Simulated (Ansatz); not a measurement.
Species: CH4OSi2, SMILES `[SiH]1OC=1[SiH3]` (charge 0, multiplicity 1), formula CH$_{4}$OSi$_{2}$.

Problem. How many basis functions does frozen-core CCSD(T)/cc-pVTZ // B3LYP-D3(BJ)/def2-TZVP in Ansatz (a first-principles code) use, how many core orbitals are frozen, and how many electrons are correlated?

Solution. 184 basis functions and 12 frozen orbitals, which leaves 22 correlated electrons. Core time is of the order of seconds.
